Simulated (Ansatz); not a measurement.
`NBOC[SiH2]F` + H–F → `NBOCF` + `F[SiH3]`  (substitution at a C–Si bond)

Computed with Ansatz on PBE0-D4/def2-TZVP structures; ΔE is electronic, products minus reactants. CBS: MP2 limit from def2 TZ/QZ plus the TZ coupled-cluster correction, frozen cores. This one scheme is used for every species. DFT in def2-TZVPP. Each species was taken in one conformer, which may not be the lowest.

```tsv
level	ΔE (kJ/mol)
PBE0	25.2
CCSD(T)/def2-TZVPP	31.5
```

Problem. What does CCSD(T)/CBS give? (Best estimate.)

Solution. Computed: +39.2 kJ/mol. The listed levels differ from it by -14.0, -7.7 kJ/mol.

Largest T1 diagnostic among the species: 0.012.

In def2-TZVPP, CCSD(T) changes the Hartree–Fock value by +29.2 kJ/mol (the triples alone add +2.5 kJ/mol) and MP2 by +36.9 kJ/mol. The D4 term adds +9.8 kJ/mol with B3LYP and +5.4 kJ/mol with PBE0; it sums over pairs of atoms, weighted by their polarisabilities, and B3LYP, whose exchange is more repulsive, gets the larger term.

B3LYP here is the variant with VWN-RPA as its local correlation; programs differ in this.
